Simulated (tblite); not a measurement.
Species: C4H9BFN.
Numbering: `[NH2:1][BH:2][C@H:3]1[CH2:4][C@@H:5]([F:6])[CH2:7]1` (hydrogens: H8, H9 on N1; H10 on B2; H11 on C3; H12, H13 on C4; H14 on C5; H15, H16 on C7)

Computed with GFN2-xTB (tblite), gas phase: L-BFGS steps from a force-field or distance-geometry start until the largest atomic force falls under 0.01 eV/Å.

Step 29: E = -600.0910 eV
```
atom  x, y, z in Å  |  force x, y, z in eV/Å
N1      2.3267   -0.2439    0.5905    0.002  -0.041   0.042
B2      1.5243   -0.5102   -0.4954   -0.116  -0.033   0.049
C3     -0.0645   -0.4322   -0.4051   -0.037   0.031  -0.063
C4     -0.8848   -0.7351    0.8801    0.041   0.022  -0.120
C5     -1.7475    0.4896    0.5507    0.115   0.058  -0.092
F6     -2.1191    1.3148    1.5913    0.110  -0.087   0.062
C7     -0.6357    1.0146   -0.3593    0.108  -0.076  -0.036
H8      1.9834   -0.0288    1.5121   -0.025  -0.006   0.020
H9      3.3313   -0.2673    0.5468    0.000   0.037   0.045
H10     2.0430   -0.7254   -1.5217    0.023  -0.042  -0.071
H11    -0.5279   -0.9641   -1.2421    0.012   0.037   0.066
H12    -1.4021   -1.6974    0.9122    0.091   0.156   0.047
H13    -0.3044   -0.5995    1.7952   -0.130   0.029  -0.114
H14    -2.6745    0.2425    0.0213    0.066  -0.004   0.008
H15    -0.9057    1.4853   -1.3083   -0.054  -0.096   0.203
H16     0.0500    1.6661    0.1880   -0.206   0.014  -0.046
```

Step 30: E = -600.0994 eV
```
atom  x, y, z in Å  |  force x, y, z in eV/Å
N1      2.3174   -0.2587    0.6019   -0.021   0.017   0.032
B2      1.5274   -0.5082   -0.4979   -0.108  -0.075   0.072
C3     -0.0620   -0.4227   -0.4166   -0.061   0.081  -0.082
C4     -0.8715   -0.7300    0.8724    0.013   0.006  -0.096
C5     -1.7459    0.4896    0.5571    0.160   0.049  -0.103
F6     -2.1026    1.3134    1.6058    0.084  -0.135  -0.008
C7     -0.6459    1.0184   -0.3658    0.072  -0.005  -0.047
H8      1.9691   -0.0248    1.5176   -0.050  -0.021  -0.011
H9      3.3215   -0.2846    0.5719    0.051   0.016   0.024
H10     2.0575   -0.7459   -1.5150    0.004  -0.009  -0.039
H11    -0.5265   -0.9533   -1.2525    0.015   0.003   0.042
H12    -1.3877   -1.6910    0.9038    0.094   0.091   0.075
H13    -0.2789   -0.5941    1.7785   -0.151   0.015  -0.074
H14    -2.6769    0.2329    0.0347    0.107   0.059   0.082
H15    -0.9412    1.4867   -1.3076   -0.014  -0.102   0.154
H16     0.0388    1.6813    0.1678   -0.194   0.009  -0.020
```

Step 31: E = -600.1059 eV
```
atom  x, y, z in Å  |  force x, y, z in eV/Å
N1      2.3096   -0.2709    0.6114    0.021   0.059   0.024
B2      1.5282   -0.5078   -0.4983   -0.036  -0.092   0.059
C3     -0.0604   -0.4138   -0.4271   -0.041   0.084  -0.078
C4     -0.8598   -0.7250    0.8639   -0.008  -0.010  -0.053
C5     -1.7413    0.4902    0.5607    0.134   0.014  -0.071
F6     -2.0852    1.3098    1.6179    0.059  -0.143  -0.050
C7     -0.6532    1.0209   -0.3724    0.015   0.058  -0.033
H8      1.9534   -0.0179    1.5198   -0.042  -0.041  -0.034
H9      3.3155   -0.3035    0.5944   -0.027   0.009   0.014
H10     2.0681   -0.7592   -1.5086   -0.016   0.004  -0.012
H11    -0.5264   -0.9445   -1.2598    0.013  -0.030  -0.007
H12    -1.3739   -1.6838    0.8975    0.065  -0.004   0.081
H13    -0.2609   -0.5898    1.7635   -0.126   0.017  -0.011
H14    -2.6756    0.2248    0.0471    0.108   0.108   0.114
H15    -0.9710    1.4853   -1.3054    0.006  -0.069   0.043
H16     0.0254    1.6941    0.1514   -0.126   0.036   0.014
```

Step 32: E = -600.1099 eV
```
atom  x, y, z in Å  |  force x, y, z in eV/Å
N1      2.3062   -0.2774    0.6168   -0.016   0.066  -0.016
B2      1.5278   -0.5105   -0.4962    0.021  -0.079   0.004
C3     -0.0601   -0.4076   -0.4343    0.009   0.041  -0.048
C4     -0.8535   -0.7218    0.8574   -0.008  -0.025  -0.016
C5     -1.7361    0.4910    0.5611    0.069  -0.021  -0.019
F6     -2.0741    1.3046    1.6240    0.046  -0.107  -0.038
C7     -0.6566    1.0230   -0.3766   -0.018   0.070  -0.013
H8      1.9448   -0.0168    1.5197   -0.054  -0.030   0.018
H9      3.3115   -0.3104    0.6066   -0.005  -0.003   0.003
H10     2.0731   -0.7672   -1.5035   -0.028   0.005   0.004
H11    -0.5266   -0.9397   -1.2641    0.009  -0.044  -0.049
H12    -1.3652   -1.6791    0.8954    0.030  -0.076   0.069
H13    -0.2537   -0.5863    1.7541   -0.080   0.025   0.042
H14    -2.6722    0.2222    0.0553    0.063   0.117   0.090
H15    -0.9881    1.4833   -1.3028    0.006  -0.019  -0.069
H16     0.0152    1.7017    0.1433   -0.044   0.078   0.040
```

Problem. Estimate the geometry and energy of step 33. (The exact step hangs on the optimiser's Hessian estimate; all steps are aligned on step 32, rigid shifts and turns removed.)

Solution. E = -600.1124 eV, largest force 0.117 eV/Å
```
atom  x, y, z in Å  |  force x, y, z in eV/Å
N1      2.3027   -0.2803    0.6209   -0.004   0.061  -0.019
B2      1.5276   -0.5124   -0.4956    0.069  -0.043  -0.008
C3     -0.0597   -0.4016   -0.4410    0.038  -0.014  -0.012
C4     -0.8479   -0.7201    0.8527    0.006  -0.030  -0.002
C5     -1.7312    0.4911    0.5620    0.015  -0.037   0.013
F6     -2.0652    1.2997    1.6282    0.043  -0.060   0.006
C7     -0.6602    1.0263   -0.3806   -0.016   0.049  -0.004
H8      1.9340   -0.0125    1.5197   -0.020  -0.042  -0.008
H9      3.3095   -0.3228    0.6180   -0.084   0.007   0.009
H10     2.0773   -0.7713   -1.5005   -0.032  -0.005   0.012
H11    -0.5261   -0.9371   -1.2685    0.011  -0.031  -0.060
H12    -1.3568   -1.6779    0.8947    0.012  -0.097   0.049
H13    -0.2479   -0.5849    1.7485   -0.050   0.032   0.056
H14    -2.6695    0.2217    0.0652    0.011   0.101   0.041
H15    -1.0015    1.4816   -1.3038    0.004   0.012  -0.116
H16     0.0074    1.7094    0.1362   -0.002   0.096   0.042
```

The energy changes by -0.0025 eV. The first-order estimate −F·Δx gives -0.0036 eV and the mean of the old and new forces, exact on a quadratic surface, -0.0025 eV. The step makes an angle of 74° with the force vector and moves no atom by more than 0.017 Å.

What follows is the cost of the whole relaxation. On an Intel Xeon at 2.50 GHz with one thread, shared host with 64 logical CPUs at a one-minute load of 63, this took 2.1 s wall.
